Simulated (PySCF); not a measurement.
A PySCF script (with the pyscf-properties extension) for the NMR shieldings of `C[SiH](C)[N]([AlH2])C[SiH3]`, C₃H₁₄AlNSi₂, on a GFN2-xTB geometry:

```python
import basis_set_exchange as bse
import numpy as np
from pyscf import gto, dft
from pyscf.prop import nmr

atoms = """
C    -1.714729    1.985121   -0.367533
Si   -1.245694    0.470322    0.685463
C    -2.344901   -1.026067    0.276063
N     0.336312   -0.149412    0.314888
Al    0.448062   -1.801253   -0.427400
C     1.489291    0.713541    0.587734
Si    3.083567   -0.185267    0.095294
H    -1.659208    1.760821   -1.429605
H    -1.049529    2.821027   -0.172088
H    -2.725639    2.316907   -0.151209
H    -1.344240    0.826487    2.114919
H    -1.793137   -1.688211   -0.406162
H    -2.581126   -1.600950    1.164540
H    -3.277282   -0.753256   -0.204512
H     0.424648   -1.990195   -1.964068
H     0.630643   -3.051241    0.463613
H     1.507459    0.985143    1.649287
H     1.390043    1.655241    0.036333
H     3.212859   -1.403984    0.906491
H     2.977130   -0.575483   -1.320918
H     4.226550    0.707652    0.303100
"""
names = dict.fromkeys(["C", "Si", "N", "Al", "H"], "pcSseg-1")
basis = {el: gto.basis.parse(bse.get_basis(n, elements=[el], fmt="nwchem")) for el, n in names.items()}
mol = gto.M(atom=atoms, basis=basis, charge=0, verbose=0)
mf = dft.RKS(mol, xc="PBE0")
mf.grids.level = 2
mf.grids.alignment = dft.numint.BLKSIZE   # the property module wants whole blocks of grid points
mf.conv_tol = 1e-9
mf.kernel()

calc = nmr.RKS(mf)   # GIAO
C = mf.mo_coeff
Co = C[:, mf.mo_occ > 0]
resp = mf.gen_response(singlet=True, hermi=2)
def vind(x):   # induced exchange potential for any number of trial vectors
    d = np.einsum("pi,xij,qj->xpq", C, 2 * x.reshape(-1, C.shape[1], Co.shape[1]), Co, optimize=True)
    return np.einsum("xpq,pi,qj->xij", resp(d - d.transpose(0, 2, 1)), C, Co, optimize=True).ravel()
mo1, _ = nmr.rhf.solve_mo1(calc, with_cphf=vind)
sigma = calc.kernel(mo1)
for i, s in enumerate(sigma):   # ppm
    print("%2d %-2s %9.2f" % (i, mol.atom_pure_symbol(i), np.trace(s) / 3))
```

Q: Give the expected output.

A: 
```
 0 C     187.44
 1 Si    361.00
 2 C     183.66
 3 N     232.74
 4 Al    347.76
 5 C     155.77
 6 Si    427.73
 7 H      31.70
 8 H      30.98
 9 H      31.85
10 H      26.62
11 H      32.95
12 H      30.65
13 H      31.01
14 H      26.39
15 H      26.49
16 H      28.85
17 H      28.77
18 H      27.31
19 H      27.34
20 H      27.63
```

These numbers come from an equivalent density-fitted implementation of the same equations, which agrees with the script to about 0.01 ppm for H and up to a few tenths of a ppm for heavy atoms, so last digits may differ.

Size and cost of the density-fitted run: 210 basis functions, 44 s wall time on 1 thread of an Arm Neoverse V1, shared host; peak memory 0.95 GiB.
